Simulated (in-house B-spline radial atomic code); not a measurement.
Inner levels of ytterbium as electrons are removed. A shift is the extra binding of the orbital against the neutral atom ([Xe] 4f14 6s2). The density at the nucleus is averaged over the nuclear charge. Computed with a radial B-spline atomic code at the basis-set limit: Dirac-Hartree-Fock, jj configuration that fills j = l - 1/2 first, finite nuclei.

A number in brackets counts the electrons of a j subshell.

| ion | configuration | shift of 2p3/2 (eV) | shift of 2p1/2 (eV) | shift of 2s1/2 (eV) | radius of 2p3/2 (bohr) | radius of 2p1/2 (bohr) | radius of 2s1/2 (bohr) | Σ<r²> (bohr²) | change of density at nucleus (bohr⁻³) |
| --- | --- | --- | --- | --- | --- | --- | --- | --- | --- |
| Yb38+ | [Ar] 3d10 4s2 4p1/2(2) | 1678.43 | 1684.58 | 1678.26 | 0.076131 | 0.06868 | 0.082559 | 1.731 | 2542.59 |
| Yb39+ | [Ar] 3d10 4s2 4p1/2(1) | 1754.37 | 1759.51 | 1753.39 | 0.076107 | 0.068674 | 0.082538 | 1.5135 | 2571.53 |
| Yb40+ | [Ar] 3d10 4s2 | 1831.26 | 1835.37 | 1829.45 | 0.076083 | 0.068665 | 0.082516 | 1.3011 | 2598.27 |
| Yb41+ | [Ar] 3d10 4s1 | ? | ? | ? | ? | ? | ? | ? | ? |
| Yb42+ | [Ar] 3d10 | 1983.29 | 1988.58 | 1978.52 | 0.076044 | 0.068633 | 0.082505 | 0.88588 | -5342.32 |
| Yb43+ | [Ar] 3d3/2(4) 3d5/2(5) | 2125.91 | 2135.46 | 2121.96 | 0.075967 | 0.068597 | 0.082451 | 0.83168 | -4901.32 |
| Yb44+ | [Ar] 3d3/2(4) 3d5/2(4) | 2270.58 | 2284.54 | 2267.44 | 0.075888 | 0.068559 | 0.082395 | 0.77923 | -4450.07 |
| Yb45+ | [Ar] 3d3/2(4) 3d5/2(3) | 2417.29 | 2435.83 | 2414.97 | 0.075807 | 0.06852 | 0.082336 | 0.72846 | -3988.6 |
| Yb46+ | [Ar] 3d3/2(4) 3d5/2(2) | ? | ? | ? | ? | ? | ? | ? | ? |
| Yb47+ | [Ar] 3d3/2(4) 3d5/2(1) | ? | ? | ? | ? | ? | ? | ? | ? |
| Yb48+ | [Ar] 3d3/2(4) | 2869.56 | 2902.83 | 2869.71 | 0.075548 | 0.068393 | 0.082149 | 0.58558 | -2542.53 |
| Yb49+ | [Ar] 3d3/2(3) | 3030.81 | 3060.57 | 3028.36 | 0.075472 | 0.068305 | 0.082077 | 0.54211 | -2012.02 |
| Yb50+ | [Ar] 3d3/2(2) | 3194.23 | 3220.36 | 3189.08 | 0.075393 | 0.068214 | 0.082003 | 0.49998 | -1470.39 |
| Yb51+ | [Ar] 3d3/2(1) | 3359.82 | 3382.22 | 3351.84 | 0.075312 | 0.068122 | 0.081926 | 0.45914 | -917.63 |
| Yb52+ | [Ne] 3s2 3p6 | 3527.57 | 3546.13 | 3516.65 | 0.075229 | 0.068027 | 0.081848 | 0.41954 | -353.67 |
| Yb53+ | [Ne] 3s2 3p1/2(2) 3p3/2(3) | 3677.73 | 3702.42 | 3666.89 | 0.075222 | 0.06795 | 0.081769 | 0.36961 | 264.15 |
| Yb54+ | [Ne] 3s2 3p1/2(2) 3p3/2(2) | 3829.29 | 3860.22 | 3818.5 | 0.075143 | 0.067872 | 0.081689 | 0.32069 | 891.32 |
| Yb55+ | [Ne] 3s2 3p1/2(2) 3p3/2(1) | 3982.24 | 4019.52 | 3971.48 | 0.075062 | 0.067793 | 0.081608 | 0.27277 | 1527.87 |
| Yb56+ | [Ne] 3s2 3p1/2(2) | 4136.57 | 4180.32 | 4125.82 | 0.07498 | 0.067712 | 0.081526 | 0.22581 | 2173.82 |
| Yb57+ | [Ne] 3s2 3p1/2(1) | 4303.25 | 4342.48 | 4288.71 | 0.07487 | 0.067711 | 0.081425 | 0.18413 | 2021.01 |
| Yb58+ | [Ne] 3s2 | 4471.5 | 4506.17 | 4453.07 | 0.074759 | 0.067644 | 0.081323 | 0.14333 | 1855.25 |
| Yb59+ | [Ne] 3s1 | 4629.21 | 4666.51 | 4604.13 | 0.074674 | 0.067573 | 0.081321 | 0.098764 | -12937 |
| Yb60+ | [He] 2s2 2p6 | 4788.1 | 4828.08 | 4756.28 | 0.074587 | 0.067502 | 0.081267 | 0.054943 | -28038.1 |

(1) Fill in the row of Yb41+.

(2) Fill in the row of Yb46+.

(3) Fill in the row of Yb47+.

## Answers

(1) shift of 2p3/2 (eV): 1906.87; shift of 2p1/2 (eV): 1911.56; shift of 2s1/2 (eV): 1903.6; radius of 2p3/2 (bohr): 0.076063; radius of 2p1/2 (bohr): 0.068649; radius of 2s1/2 (bohr): 0.082512; Σ<r²> (bohr²): 1.0913; change of density at nucleus (bohr⁻³): -1316.92.

(2) shift of 2p3/2 (eV): 2566.03; shift of 2p1/2 (eV): 2589.31; shift of 2s1/2 (eV): 2564.53; radius of 2p3/2 (bohr): 0.075723; radius of 2p1/2 (bohr): 0.068479; radius of 2s1/2 (bohr): 0.082276; Σ<r²> (bohr²): 0.67931; change of density at nucleus (bohr⁻³): -3516.87.

(3) shift of 2p3/2 (eV): 2716.78; shift of 2p1/2 (eV): 2744.98; shift of 2s1/2 (eV): 2716.11; radius of 2p3/2 (bohr): 0.075636; radius of 2p1/2 (bohr): 0.068437; radius of 2s1/2 (bohr): 0.082214; Σ<r²> (bohr²): 0.6317; change of density at nucleus (bohr⁻³): -3034.85.
